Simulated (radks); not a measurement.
Task: All-electron atom: the magnesium ion Mg3+ in [He] 2s2 2p5 (the NIST ground configuration). Calculated with a radial shooting solver on a logarithmic mesh with Libxc functionals: non-relativistic Kohn-Sham, PBE, spin-unpolarised, spherical densities, point nucleus. Some entries of the table are withheld. Estimate them.

orbital,occ.,eigenvalue (eV),<r^2> (bohr^2)
1s,2,(1),(2)
2s,2,(3),(4)
2p,5,-96.2142,(5)

Result: 
(1) 1s eigenvalue (eV): -1314.694
(2) 1s <r^2> (bohr^2): 0.02307
(3) 2s eigenvalue (eV): -128.6772
(4) 2s <r^2> (bohr^2): 0.5409
(5) 2p <r^2> (bohr^2): 0.5190
